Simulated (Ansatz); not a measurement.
`O[CH]1C[NH][AlH]1`. Charge 0, multiplicity 1. Geometry: relaxed with PBE0-D4/def2-TZVP. It is one conformer, not always the lowest.

```xyz
11

O     1.886   -0.347   -0.429
C     0.792    0.263    0.257
C    -0.336    0.584   -0.752
N    -1.494   -0.146   -0.215
Al   -0.609   -0.858    1.130
H     2.527   -0.628    0.227
H     1.125    1.181    0.757
H    -0.524    1.663   -0.822
H    -0.025    0.226   -1.741
H    -2.370   -0.060   -0.700
H    -0.972   -1.879    2.289
```

(1) What is the dipole moment at B3LYP/def2-TZVPP? (An estimate is asked.)

(2) And with PBE, r2SCAN, ωB97M-V? (Best estimate.)

(3) Give the Mulliken charges with B3LYP, ωB97M-V, r2SCAN in def2-TZVPP. (An estimate is asked.)

Results:

(1) The calculation gave: 1.25 D, with components (-0.32, 0.15, 1.20) D in this frame, pointing from negative to positive charge.

(2) Computed: PBE 1.01 D, r2SCAN 1.12 D, ωB97M-V 1.33 D.

(3) Ansatz gave: 
| atom | B3LYP | ωB97M-V | r2SCAN |
| --- | --- | --- | --- |
| O1 | -0.35 | -0.33 | -0.37 |
| C2 | -0.08 | -0.13 | -0.11 |
| C3 | 0.03 | -0.02 | 0.17 |
| N4 | -0.35 | -0.32 | -0.41 |
| Al5 | 0.35 | 0.36 | 0.43 |
| H6 | 0.18 | 0.17 | 0.20 |
| H7 | 0.07 | 0.09 | 0.04 |
| H8 | 0.06 | 0.09 | 0.02 |
| H9 | 0.08 | 0.10 | 0.05 |
| H10 | 0.10 | 0.08 | 0.11 |
| H11 | -0.11 | -0.09 | -0.13 |

B3LYP here is the variant with VWN-RPA as its local correlation; programs differ in this.
